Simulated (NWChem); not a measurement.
Molecule: CH$_{3}$Cl$_{3}$Si; SMILES C[Si](Cl)(Cl)Cl

All runs: NWChem. The geometry was optimised at PBE0/def2-SVP.

**Question.** Estimate the computed values for B3LYP/3-21G. Quantities: highest occupied level (eV); orbital gap (eV); dipole (D).

**Answer.** 
- highest occupied level (eV) = -9.17
- orbital gap (eV) = 8.37
- dipole (D) = 3.05
